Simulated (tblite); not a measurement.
Record of a relaxation.

Species: C9H11OP.
Numbering: `[OH:1][CH2:2][P:3]1[CH2:4][c:5]2[cH:6][cH:7][cH:8][cH:9][c:10]2[CH2:11]1` (hydrogens: H12 on O1; H13, H14 on C2; H15, H16 on C4; H17 on C6; H18 on C7; H19 on C8; H20 on C9; H21, H22 on C11)

Computed with GFN2-xTB (tblite), gas phase: L-BFGS steps from a force-field or distance-geometry start until the largest atomic force falls under 0.01 eV/Å. 6 of its 70 geometries are shown.

Step 0: E = -855.4715 eV, largest atomic force 3.404 eV/Å
```
atom  x, y, z in Å  |  force x, y, z in eV/Å
O1     -3.609    0.220    0.305    0.164   0.114  -0.866
C2     -2.447   -0.571    0.349   -0.027  -0.199   1.285
P3     -1.526   -0.662   -1.236   -2.565  -0.537  -2.172
C4     -0.726    0.991   -1.250    0.464  -0.460   0.972
C5      0.435    0.697   -0.341    0.807   0.667   0.246
C6      1.212    1.714    0.207    0.501  -0.203   0.397
C7      2.307    1.391    1.014   -0.248  -0.441  -0.118
C8      2.629    0.056    1.265   -0.563  -0.073  -0.426
C9      1.856   -0.968    0.698   -0.033   0.852   0.057
C10     0.749   -0.642   -0.100    1.502   0.089   0.822
C11    -0.098   -1.682   -0.758    0.344   0.620   0.618
H12    -3.994    0.054   -0.575   -0.105   0.196   0.431
H13    -2.762   -1.586    0.647    0.215  -0.254  -0.155
H14    -1.820   -0.198    1.175   -0.043   0.129  -0.079
H15    -0.376    1.262   -2.239   -0.061   0.095  -0.247
H16    -1.375    1.773   -0.835    0.032  -0.177  -0.215
H17     0.982    2.762    0.024   -0.030  -0.319  -0.014
H18     2.911    2.172    1.456   -0.068  -0.006  -0.059
H19     3.475   -0.196    1.893   -0.106   0.053  -0.090
H20     2.115   -2.002    0.890   -0.101   0.108  -0.071
H21     0.415   -2.081   -1.629   -0.041  -0.190  -0.192
H22    -0.366   -2.486   -0.071   -0.041  -0.063  -0.124
```

Step 14: E = -855.8575 eV, largest atomic force 0.141 eV/Å
```
atom  x, y, z in Å  |  force x, y, z in eV/Å
O1     -3.566    0.282    0.269    0.088   0.012  -0.054
C2     -2.466   -0.595    0.340   -0.022  -0.021   0.038
P3     -1.612   -0.701   -1.331   -0.056   0.008   0.103
C4     -0.713    0.928   -1.218    0.042   0.012   0.015
C5      0.479    0.710   -0.332   -0.034  -0.029   0.002
C6      1.245    1.719    0.228   -0.036  -0.030  -0.053
C7      2.327    1.391    1.028   -0.031  -0.010  -0.009
C8      2.643    0.065    1.270   -0.041  -0.009  -0.005
C9      1.879   -0.947    0.713   -0.033  -0.027  -0.053
C10     0.798   -0.624   -0.090   -0.040  -0.005   0.026
C11    -0.101   -1.627   -0.757    0.060   0.009   0.033
H12    -4.094    0.048   -0.505   -0.010  -0.011   0.106
H13    -2.789   -1.605    0.650    0.032   0.060  -0.051
H14    -1.784   -0.197    1.104   -0.101  -0.034  -0.093
H15    -0.397    1.217   -2.225    0.027   0.068  -0.031
H16    -1.388    1.701   -0.841    0.021  -0.011  -0.013
H17     0.998    2.755    0.042   -0.010  -0.015   0.006
H18     2.922    2.173    1.471    0.038   0.054   0.021
H19     3.482   -0.183    1.901    0.038  -0.008   0.021
H20     2.120   -1.983    0.904   -0.002   0.007  -0.001
H21     0.392   -2.058   -1.633    0.035  -0.032   0.010
H22    -0.386   -2.449   -0.095    0.035   0.011  -0.019
```

Step 28: E = -855.8691 eV, largest atomic force 0.024 eV/Å
```
atom  x, y, z in Å  |  force x, y, z in eV/Å
O1     -3.526    0.337    0.245    0.003   0.006   0.016
C2     -2.467   -0.588    0.314    0.000  -0.003   0.007
P3     -1.599   -0.709   -1.349    0.012   0.005  -0.020
C4     -0.706    0.924   -1.226    0.001   0.003   0.000
C5      0.478    0.704   -0.331   -0.005  -0.005  -0.004
C6      1.240    1.715    0.228   -0.005  -0.001  -0.004
C7      2.322    1.392    1.031   -0.002   0.002  -0.002
C8      2.641    0.067    1.275    0.000   0.001  -0.001
C9      1.879   -0.948    0.718   -0.009  -0.005  -0.004
C10     0.798   -0.627   -0.084   -0.005  -0.003  -0.008
C11    -0.088   -1.633   -0.757   -0.006  -0.002  -0.001
H12    -4.173    0.023   -0.396    0.011   0.004   0.004
H13    -2.825   -1.583    0.614   -0.003  -0.012  -0.005
H14    -1.779   -0.215    1.079    0.007  -0.002   0.002
H15    -0.383    1.238   -2.224    0.003  -0.003  -0.001
H16    -1.390    1.684   -0.843    0.002   0.004  -0.002
H17     0.990    2.749    0.040   -0.001   0.001  -0.001
H18     2.919    2.178    1.469    0.001   0.007   0.008
H19     3.485   -0.180    1.902    0.004   0.005   0.008
H20     2.124   -1.983    0.906    0.003   0.001   0.006
H21     0.420   -2.067   -1.624   -0.004  -0.003   0.004
H22    -0.370   -2.457   -0.096   -0.007   0.001   0.000
```

Step 41: E = -855.8700 eV, largest atomic force 0.016 eV/Å
```
atom  x, y, z in Å  |  force x, y, z in eV/Å
O1     -3.507    0.342    0.270    0.008  -0.002   0.009
C2     -2.458   -0.595    0.311    0.007  -0.003  -0.008
P3     -1.598   -0.706   -1.358   -0.013   0.001   0.006
C4     -0.703    0.925   -1.234   -0.004  -0.001  -0.005
C5      0.477    0.702   -0.336    0.004   0.005  -0.001
C6      1.236    1.715    0.224    0.003   0.002   0.009
C7      2.315    1.395    1.032    0.003   0.000   0.003
C8      2.634    0.070    1.277    0.000  -0.001   0.001
C9      1.876   -0.947    0.719   -0.001   0.002   0.004
C10     0.796   -0.629   -0.087    0.001   0.003  -0.002
C11    -0.093   -1.635   -0.759   -0.004   0.001  -0.007
H12    -4.163    0.046   -0.371    0.008   0.004   0.002
H13    -2.822   -1.594    0.596   -0.009   0.005  -0.002
H14    -1.758   -0.245    1.076   -0.002   0.004  -0.001
H15    -0.376    1.239   -2.231    0.000  -0.009  -0.006
H16    -1.384    1.690   -0.852   -0.008  -0.005   0.002
H17     0.983    2.748    0.035    0.002   0.000  -0.002
H18     2.907    2.183    1.474   -0.003  -0.003  -0.003
H19     3.476   -0.174    1.908   -0.008  -0.001  -0.001
H20     2.123   -1.980    0.914   -0.008  -0.003  -0.007
H21     0.414   -2.079   -1.622    0.013   0.003   0.000
H22    -0.388   -2.451   -0.096    0.014   0.001   0.007
```

Step 55: E = -855.8707 eV, largest atomic force 0.013 eV/Å
```
atom  x, y, z in Å  |  force x, y, z in eV/Å
O1     -3.481    0.353    0.291    0.003   0.005   0.003
C2     -2.449   -0.602    0.314   -0.006   0.002   0.009
P3     -1.599   -0.711   -1.361    0.010   0.002  -0.006
C4     -0.705    0.922   -1.243    0.007   0.002   0.004
C5      0.475    0.705   -0.342   -0.004  -0.007   0.000
C6      1.232    1.718    0.222   -0.007  -0.009  -0.005
C7      2.308    1.395    1.034   -0.006   0.001   0.005
C8      2.625    0.071    1.282   -0.007  -0.001   0.000
C9      1.869   -0.945    0.719   -0.007  -0.002  -0.003
C10     0.794   -0.626   -0.092   -0.004  -0.003   0.001
C11    -0.090   -1.635   -0.764    0.009   0.004   0.004
H12    -4.147    0.076   -0.349    0.004   0.000  -0.002
H13    -2.829   -1.597    0.588   -0.004   0.003   0.004
H14    -1.739   -0.272    1.079    0.001   0.001  -0.005
H15    -0.377    1.230   -2.241   -0.004  -0.005  -0.003
H16    -1.391    1.686   -0.867    0.008  -0.003   0.006
H17     0.982    2.752    0.032   -0.001  -0.009   0.000
H18     2.898    2.182    1.480    0.002   0.013  -0.002
H19     3.461   -0.173    1.920    0.004   0.000   0.000
H20     2.111   -1.980    0.912    0.006   0.004   0.003
H21     0.422   -2.079   -1.624   -0.008   0.003  -0.003
H22    -0.380   -2.451   -0.097    0.005  -0.001  -0.012
```

Step 69: E = -855.8714 eV, largest atomic force 0.009 eV/Å
```
atom  x, y, z in Å  |  force x, y, z in eV/Å
O1     -3.445    0.378    0.311   -0.003  -0.005   0.000
C2     -2.439   -0.604    0.324    0.006   0.001  -0.007
P3     -1.602   -0.721   -1.357   -0.003  -0.002   0.002
C4     -0.708    0.912   -1.250   -0.002  -0.002  -0.005
C5      0.471    0.699   -0.349    0.003   0.001   0.000
C6      1.222    1.715    0.217    0.004   0.001   0.007
C7      2.292    1.398    1.038    0.001   0.000   0.001
C8      2.611    0.074    1.291    0.003   0.003   0.003
C9      1.863   -0.945    0.724    0.005   0.004   0.003
C10     0.794   -0.631   -0.096    0.002   0.000   0.003
C11    -0.083   -1.640   -0.778   -0.006  -0.001  -0.005
H12    -4.119    0.124   -0.330   -0.001   0.004   0.002
H13    -2.844   -1.591    0.594    0.002   0.004   0.003
H14    -1.716   -0.298    1.087    0.001   0.003   0.003
H15    -0.383    1.213   -2.251    0.002   0.003  -0.001
H16    -1.390    1.680   -0.875   -0.003  -0.002  -0.002
H17     0.969    2.747    0.022   -0.002  -0.003   0.001
H18     2.877    2.188    1.485   -0.005  -0.006  -0.003
H19     3.443   -0.166    1.936   -0.004   0.000  -0.004
H20     2.110   -1.979    0.922   -0.002   0.001  -0.002
H21     0.427   -2.063   -1.649    0.002  -0.003   0.000
H22    -0.361   -2.471   -0.124    0.001  -0.001   0.001
```

Question: Summarise the path.

Answer: The energy falls by 38.58 kJ/mol from step 0 to step 69; nine tenths of that is first reached at step 6. It falls at every step. The largest force goes from 3.404 to 0.009 eV/Å. Among the bonds P3–C11 changes most, from 1.818 to 1.868 Å; the atoms move by 0.104 Å rms after alignment.
